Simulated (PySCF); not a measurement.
Zn²⁺ (zinc, charge +2) across methods

[Ar] 3d9 4s1, high-spin 3D determinant (an excited configuration). Calculation: PySCF 2.14, in def2-QZVPPD (11s6p5d4f2g, 100 functions); the non-relativistic Hamiltonian (point nucleus).

```csv
method,E (hartree),mean ε 3d α (eV),mean ε 3d β (eV),mean ε 4s α (eV),Σ⟨r²⟩ (bohr²),⟨S²⟩
M06-L,-1778.013,-39.502,-37.883,-25.364,18.09,2.000
PBE0,-1777.826,-42.385,-40.864,-26.556,18.24,2.000
LC-wPBE,-1777.826,-44.553,-43.144,-29.379,18.27,2.000
HSE06,-1777.827,-41.941,-40.426,-26.266,18.23,2.000
UHF,-1776.63700,-51.359,-49.460,-28.661,18.27,2.001
MN15,-1778.393,-43.445,-42.152,-26.867,18.41,2.001
LDA,-1775.135,-39.425,-37.965,-25.996,18.26,2.000
r2SCAN,-1778.048,-39.622,-38.096,-26.008,18.20,2.001
```

Q: Estimate the same row for PBE.

A: E (hartree) = -1777.785; mean ε 3d α (eV) = -39.080; mean ε 3d β (eV) = -37.655; mean ε 4s α (eV) = -25.672; Σ⟨r²⟩ (bohr²) = 18.30; ⟨S²⟩ = 2.000.
